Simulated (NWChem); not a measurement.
Species: Se cation, quartet

Results from NWChem. Spin-unrestricted. Medium grid unless said otherwise, to which SCAN and Minnesota functionals are sensitive. No stability test was run on the SCF state. B3LYP is NWChem's, with the RPA form of VWN correlation.

**Question.** Order these by “highest occupied level (eV)”, lowest first: CAM-B3LYP/def2-TZVP; PBE/def2-TZVP; B3LYP/def2-TZVP; r2SCAN0/def2-TZVP; LRC-wPBEh/def2-TZVP.

**Answer.** LRC-wPBEh/def2-TZVP (-19.80), CAM-B3LYP/def2-TZVP (-19.10), r2SCAN0/def2-TZVP (-18.21), B3LYP/def2-TZVP (-17.41), PBE/def2-TZVP (-16.43)
